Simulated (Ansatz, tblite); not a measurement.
Oligo(p-phenylene), CF3 ends: gap (eV) at several levels, gas phase, relaxed structures; Ansatz, xTB through tblite. The structures are stationary points that may keep the symmetry of their start.

| species | state | geometry | GFN1-xTB | GFN2-xTB | PBE-D4/def2-SVP | PBE-D4/def2-TZVP | r2SCAN-D4/def2-TZVP | PBE0-D4/def2-TZVP |
| --- | --- | --- | --- | --- | --- | --- | --- | --- |
| FC(F)(F)c1ccc(-c2ccc(-c3ccc(C(F)(F)F)cc3)cc2)cc1 | singlet | r2SCAN-D4/def2-SVP | 3.09 | 3.11 | 3.28 | 3.24 | 3.48 | 4.84 |
| FC(F)(F)c1ccc(-c2ccc(-c3ccc(-c4ccc(C(F)(F)F)cc4)cc3)cc2)cc1 | singlet | r2SCAN-D4/def2-SVP | 2.85 | 2.85 | 3.01 | 2.96 | 3.19 | 4.50 |
| FC(F)(F)c1ccc(-c2ccc(-c3ccc(-c4ccc(-c5ccc(-c6ccc(C(F)(F)F)cc6)cc5)cc4)cc3)cc2)cc1 | singlet | PBE-D4/def2-SVP | 2.57 | 2.55 | 2.70 | 2.65 | 2.85 | 4.12 |

Over the 3 species that have every level, the mean is 2.84 at GFN1-xTB, 2.84 at GFN2-xTB, 3.00 at PBE-D4/def2-SVP, 2.95 at PBE-D4/def2-TZVP, 3.17 at r2SCAN-D4/def2-TZVP, 4.49 at PBE0-D4/def2-TZVP. Orbital gaps grow with the share of exact exchange and aren't one observable across functionals.
